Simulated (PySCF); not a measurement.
Compound: B2F2H3N.
SMILES: `NBB(F)F`

Torsions of this conformer, `[NH2:1][BH:2][B:3]([F:4])[F:5]`: N1–B2–B3–F4 -88°, H–N1–B2–B3 -179°, H–N1–B2–B3 0°.

The closed-shell ground state was solved at several levels (PySCF, density fitting, gas phase, non-relativistic). Geometry: PBE0-D3(BJ)/def2-SVP; no solvent, vibrations or thermal averaging.

```json
{"level": "PBE0/pcSseg-1", "basis functions": "100", "HOMO (eV)": "-8.59", "LUMO (eV)": "-0.25", "gap (eV)": "8.34", "dipole (D)": "3.12"}
{"level": "wB97X-D/def2-SVPD", "basis functions": "130", "HOMO (eV)": "-10.60", "LUMO (eV)": "1.40", "gap (eV)": "12.00", "dipole (D)": "3.01"}
{"level": "PBE/pcSseg-2", "basis functions": "222", "HOMO (eV)": "-7.13", "LUMO (eV)": "-1.37", "gap (eV)": "5.76", "dipole (D)": "3.03"}
```

Question: What might B3LYP/pcJ-1 (165 basis functions) give for the same quantities?

Answer: HOMO -8.39 eV, LUMO -0.48 eV, gap 7.91 eV, dipole 3.14 D.

Question: Over all these levels, which gives the widest orbital gap and which the narrowest?

Answer: wB97X-D/def2-SVPD (range-separated hybrid) has the widest, 12.00 eV, and PBE/pcSseg-2 (GGA) the narrowest, 5.76 eV. Functional and basis both differ between the two, so the spread mixes both effects.

Question: How far do the dipole and the HOMO energy spread over the levels?

Answer: The dipole runs from 3.01 to 3.14 D (mean 3.08 D) and the HOMO from -10.60 to -7.13 eV.
